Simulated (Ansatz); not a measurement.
C₉H₂₄GeSi⁻, that is GeEt3(SiMe3) with one electron more. The state is a doublet with charge -1. Geometry PBE-D4/def2-SVP, that of the neutral singlet; atoms count from 1.

```xyz
35

Ge    0.3521   -0.5108    0.5941
C     1.1545   -2.1250   -0.2543
C     2.2179   -1.8087   -1.3107
H     0.3265   -2.7185   -0.6986
H     1.5812   -2.7512    0.5601
H     2.6476   -2.7291   -1.7604
H     1.8014   -1.2033   -2.1445
H     3.0649   -1.2294   -0.8856
C     1.7865    0.4508    1.5876
C     1.3145    1.7370    2.2731
H     2.6055    0.6691    0.8687
H     2.2094   -0.2604    2.3312
H     2.1362    2.2433    2.8230
H     0.9137    2.4701    1.5402
H     0.5044    1.5420    3.0077
C    -1.0214   -1.1121    1.9062
C    -2.2057   -1.8500    1.2731
H    -1.3715   -0.2153    2.4619
H    -0.5080   -1.7576    2.6529
H    -2.9494   -2.1753    2.0314
H    -2.7454   -1.2098    0.5418
H    -1.8817   -2.7603    0.7248
Si   -0.6336    0.9187   -1.0687
C     0.7042    2.0212   -1.8517
C    -1.4443   -0.1339   -2.4300
C    -1.9578    2.0246   -0.2676
H     0.2631    2.6979   -2.6138
H     1.4874    1.4136   -2.3499
H     1.2043    2.6519   -1.0879
H    -0.7022   -0.7947   -2.9236
H    -2.2463   -0.7797   -2.0173
H    -1.8965    0.5114   -3.2126
H    -2.7587    1.4177    0.2031
H    -1.5202    2.6714    0.5204
H    -2.4328    2.6845   -1.0240
```

The highest occupied level of the charge -1 doublet lies above zero (up to 3.68 eV). By energy differences it is unbound by 2.35 eV (vertical, against the charge 0 singlet, at PBE0-D4/def2-SVP) and held by the finite basis.

Q: Estimate the Mulliken populations of the heavy atoms from the PBE0/def2-SVP orbitals of Ansatz.

A: 
```tsv
atom	charge (e)	spin (α − β)
Ge1	0.22	0.30
C2	-0.26	-0.02
C3	-0.01	-0.05
C9	-0.17	-0.05
C10	-0.07	0.00
C16	-0.23	-0.01
C17	0.03	-0.06
Si23	0.15	0.30
C24	-0.15	-0.10
C25	-0.25	-0.04
C26	-0.26	-0.03
```
Mulliken values depend strongly on the basis.

Q: Where does the spin sit?

A: Summed by element: Ge 0.30, C -0.35, H 0.76, Si 0.30, of 1 unpaired in all. Largest on single atoms: Si23 0.30, Ge1 0.30, C24 -0.10.

Q: And the Mayer bond orders between heavy atoms (over 0.3)?

A: Ge1–C2 0.95 (1.99 Å); Ge1–C9 0.81 (1.99 Å); Ge1–C16 0.87 (1.99 Å); Ge1–Si23 1.13 (2.40 Å); C2–C3 1.07 (1.53 Å); C9–C10 1.08 (1.53 Å); C16–C17 1.08 (1.53 Å); Si23–C24 0.86 (1.90 Å); Si23–C25 0.95 (1.90 Å); Si23–C26 0.94 (1.90 Å).
